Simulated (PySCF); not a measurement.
**Structure elucidation problem**

Molecular formula: C5H6F4O2. Simulated spectra:

1H NMR (400 MHz, computed): δ 6.86 (m, 1H), 6.11 (m, 1H), 5.60 (m, 1H), 5.25 (m, 1H), 4.99 (m, 1H), 4.80 (m, 1H).

13C{1H} NMR (computed): δ 122.4, 114.9, 93.2, 90.3, 79.2.

Level of theory: geometry from GFN2-xTB, NMR shieldings at PBE0/pcSseg-1/GIAO, in PySCF (isolated molecule, one computed conformer, no relativistic terms).

Chemical shifts δ = σref − σ; TMS for 1H (σref 31.72), 13C (σref 186.93), all at this level.

Q: What is the structure?

A: 
1. Rings plus π bonds: 1 (1 ring in the answer).
2. 5 carbon signals for 5 carbons: no two carbons are equivalent.
3. Carbon types of the structure: 4 × CH, 1 × CH2, which accounts for all hydrogens.
4. δC 122.4: sp3 CH bonded to 2 F and O; 3 electronegative neighbours deshield it.
5. δC 114.9: sp3 CH bonded to F and O; 2 electronegative neighbours deshield it.
6. δC 93.2: sp3 CH bonded to O; deshielded by the electronegative neighbour.
7. δC 90.3: sp3 CH bonded to F; the inductive effect lowers its shielding.
8. δC 79.2: sp3 CH2 bonded to O; the inductive effect lowers its shielding.
9. δH 5.25: hydrogen on an sp3 CH bonded to O; its carbon carries O, an electronegative neighbour.
10. δH 4.99, 4.80: hydrogen on an sp3 CH2 bonded to O; its carbon carries O, hence the downfield position.

The compound is `C(F)(F)O[C@@H](F)[C@@H]1OC[C@H]1F`.

The shifts were computed for this structure.

Splittings by 19F in the carbon and heteronuclear signals aren't shown, as no couplings were computed. Shifts are as computed. Against solution values, carbons near 30 ppm lie about +3 ppm off and those near 130 ppm about +5 ppm. Of 1211 compounds with measured shifts, 218 miss one by over three times the rms of a fit or turn the order of signals round; such compounds aren't used in these exercises. No couplings were computed; multiplicities are counted from neighbouring protons, with m where these are inequivalent, close in shift, in a saturated or five-membered ring or joined by F or P, and br s for small geminal =CH2 splittings.
